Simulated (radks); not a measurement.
Neutral ytterbium, 70 electrons, occupied as [Xe] 4f14 6s2. Calculated with a radial shooting solver on a logarithmic mesh with Libxc functionals: scalar-relativistic Kohn-Sham, PBE, spin-polarised, spherical densities, finite nucleus; Fermi nuclear charge, rms radius 5.3108 fm.

Normalised radial functions P(r) = r R(r), r in bohr:

```
   r/bohr * 5s, o 5p (the largest magnitude, 1, reaches the edge; | marks zero, & curves that meet)
 0.002498                             o  *
 0.003386                             o  *
 0.004625                             o   *
 0.006319                             |o  *
 0.008633                             |o   *
  0.01179                             | o *
  0.01611                             |  &
  0.02201                             |*  o
  0.03007                          *  |    o
  0.04108                       *     |     o
  0.05568                      *      |    o
  0.07606                         *   | o
   0.1039                         o   |  *
    0.142                     o       |         *
   0.1939                      o      |       *
   0.2649                         *   | o
    0.362              *              |           o
   0.4945                    *        |         o
   0.6756                         o   |          *
   0.9156         o                   |                          *
    1.251   o                         |                          *
    1.709         o                   |               *
    2.334                  o          |     *
    3.189                         o   |*
    4.357                            o*
    5.952                             &
    8.132                             &
    11.11                             &
```

5s: eigenvalue -54.909 eV, 4 radial nodes at r = 0.0236, 0.0939, 0.245, 0.578 bohr, <r> = 1.21 bohr, 90 % of the charge inside 1.75 bohr. 5p: eigenvalue -27.428 eV, 3 radial nodes at r = 0.0847, 0.247, 0.623 bohr, <r> = 1.45 bohr, 90 % of the charge inside 2.15 bohr.
